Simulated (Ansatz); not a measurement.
The cluster B8⁻, relaxed as a doublet with UKS PBE-D4/def2-SVPD in Ansatz, starting from the GFN1-xTB geometry. Force threshold 0.02 eV/Å.

Another isomer (doublet) lies 1.94 eV lower at PBE0-D4/def2-TZVPD; other spin states weren't run for this one.

Start:

| atom | x (Å) | y (Å) | z (Å) |
| --- | --- | --- | --- |
| B1 | -1.285 | 1.147 | 0.233 |
| B2 | 0.642 | 0.059 | 0.739 |
| B3 | 1.022 | 0.001 | -1.020 |
| B4 | -0.119 | 1.206 | 1.496 |
| B5 | -1.294 | -0.462 | 0.236 |
| B6 | 1.250 | -1.566 | -0.833 |
| B7 | -0.141 | 1.058 | -0.898 |
| B8 | -0.076 | -1.443 | 0.047 |

**Question.** Estimate the energy that the relaxation releases and the steps that it takes.

**Answer.** 92.5 kJ/mol, in 17 steps; 38 s on 4 threads of Arm Neoverse V1 on a shared host. No frequencies were taken in this run, so the end may be a saddle point.

**Question.** Does the start keep its bonding and symmetry?

**Answer.** Bonds formed: B2–B6, B4–B5, B4–B7, B5–B7 (atoms count from 1). Point group Cs at the start, Cs at the end, both within 0.05 Å.

**Question.** Predict the relaxed structure.

**Answer.** 
Cartesian coordinates in Å:
```
B -1.443 1.318 0.300
B 0.808 -0.147 0.626
B 0.929 -0.027 -1.191
B -0.126 0.993 1.207
B -1.163 -0.292 0.308
B 1.343 -1.377 -0.480
B -0.162 1.027 -0.672
B -0.186 -1.495 -0.099
```
Bond lengths: 16 × B–B 1.58 to 2.00 Å.
